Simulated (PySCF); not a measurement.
formamidinium (CH5N2), SMILES NC=[NH2+], charge +1. Heavy atoms are numbered as in [NH2:1][CH:2]=[NH2+:3]. Hydrogens are named by the atom that carries them.

Geometry: PBE0-D3(BJ)/def2-TZVP. Other conformers were not sampled.

Computed with PySCF with CAM-B3LYP/def2-TZVPD.

Mulliken values depend strongly on the basis, most of all with diffuse functions as here. Atomic charges (e), one atom of each kind:

```
atom      meta-Löwdin  Mulliken
--------  -----------  --------
N1 (NH2)        -0.31     -0.27
C2 (CH)          0.24      0.25
H on N1          0.29      0.23
H on C2          0.19      0.32
```
